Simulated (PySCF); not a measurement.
Si(vinyl)2(OiPr)2, C₁₀H₂₀O₂Si.
SMILES: `C=C[Si](C=C)(OC(C)C)OC(C)C`

The closed-shell ground state was solved at several levels (PySCF, density fitting, gas phase, non-relativistic). The structure is a single PBE0-D3(BJ)/def2-SVP conformer in the gas phase; no vibrational or solvent corrections.

| level | basis functions | total energy (Eh) | HOMO (eV) | LUMO (eV) | gap (eV) | dipole (D) |
| --- | --- | --- | --- | --- | --- | --- |
| CAM-B3LYP/def2-SVPD | 430 | -832.3673 | -8.96 | 0.61 | 9.57 | 1.53 |
| PBE0/pcSseg-1 | 328 | -832.2595 | -7.57 | -0.49 | 7.08 | 1.51 |

(1) What might wB97X-D/pcSseg-1 (328 basis functions) give for the same quantities?

(2) Over all these levels, which gives the widest orbital gap and which the narrowest?

(3) How far do the dipole and the HOMO energy spread over the levels?

## Answers

(1) Total energy -832.8447 Eh, HOMO -9.44 eV, LUMO 1.33 eV, gap 10.77 eV, dipole 1.53 D.

(2) wB97X-D/pcSseg-1 (range-separated hybrid) has the widest, 10.77 eV, and PBE0/pcSseg-1 (global hybrid, 25 % exact exchange) the narrowest, 7.08 eV. The two share the basis. From the narrowest to the widest the HOMO moves by -1.87 eV and the LUMO by +1.82 eV.

(3) The dipole runs from 1.51 to 1.53 D (mean 1.52 D) and the HOMO from -9.44 to -7.57 eV.

The pairwise dispersion term of wB97X-D wasn't added to the energies; at a given geometry it leaves orbitals and properties as they are.
